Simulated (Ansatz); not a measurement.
`N[SiH]1N=C1F` + HCl → `FC1=N[SiH]1Cl` + NH₃ at 500 K and 1 bar (ligand exchange at the Si–N bond).

Gas-phase electronic energies from Ansatz, PBE0-D4/def2-TZVP geometries. CCSD(T)/CBS adds triple-zeta CCSD(T) − MP2 to the extrapolated MP2 energy (def2 sets, frozen cores). This one scheme is used for every species. One conformer a species, not always the lowest.

| species | CCSD(T)/CBS energy (Eh) | H − E (kJ/mol) | S (J/(mol·K)) |
| --- | --- | --- | --- |
| `N[SiH]1N=C1F` | -538.11155 | 163.8 | 373.4 |
| HCl | -460.38127 | 32.5 | 201.9 |
| `FC1=N[SiH]1Cl` | -941.99197 | 94.2 | 361.1 |
| NH₃ | -56.50880 | 108.2 | 211.8 |

H − E and S are ideal-gas, rigid-rotor, harmonic terms from PBE0-D4/def2-TZVP, for one conformer and one mirror image of each species. 1 Eh = 2625.50 kJ/mol, R = 8.31446 J/(mol·K).

Q: By hand: ΔE, ΔH, ΔS and ΔG.

A: ΔE = (-941.99197) + (-56.50880) − (-538.11155) − (-460.38127) = -0.00795 Eh = -20.9 kJ/mol. Δ(H − E) = 94.2 + 108.2 − 163.8 − 32.5 = 6.1, so ΔH = -14.8 kJ/mol. ΔS = 361.1 + 211.8 − 373.4 − 201.9 = -2.4 J/(mol·K). ΔG = -14.8 − 500 × (-2.4)/1000 = -13.6 kJ/mol.

Q: By hand: the equilibrium constant, and the temperature at which ΔG would vanish if ΔH and ΔS stayed fixed.

A: log₁₀ K = −ΔG/(RT ln 10) = 1.4. ΔG = 0 at ΔH/ΔS = 6167 K, far beyond where these terms or the molecules hold.

The number of gas molecules stays the same, so ΔS is small and ΔH decides. A doubt of 5 kJ/mol in ΔE shifts log₁₀ K by 0.5 here. Other conformers and mirror images would add mixing entropy, several J/(mol·K) or more a flexible species. These are equilibria of isolated gas molecules and say nothing of rates. Largest T1 diagnostic: 0.014 (customary marks: 0.02 for closed shells, 0.045 for open ones).
